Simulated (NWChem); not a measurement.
## PbS in NWChem

```xyz
2

Pb     0.0000     0.0000     0.3822
S      0.0000     0.0000    -1.9586
```
Charge 0, spin multiplicity 1.

Everything below was run with NWChem. Structure: optimised with PBE/def2-SVP with def2 effective core potentials on Pb, a minimum by its harmonic frequencies.

Static limit.

Effective core potentials replace the inner electrons of Pb; spin-orbit coupling is left out. The structure started from a generated list of species.

Task: Give the polarisability tensor in bohr³ at PBE/def2-SVPD with def2 effective core potentials on Pb, in the frame of the coordinates, and its isotropic mean.

Result: 
```
 53.20    0.00    0.00
  0.00   53.20    0.00
  0.00    0.00  102.84
```
Mean (one third of the trace): 69.74 bohr³.
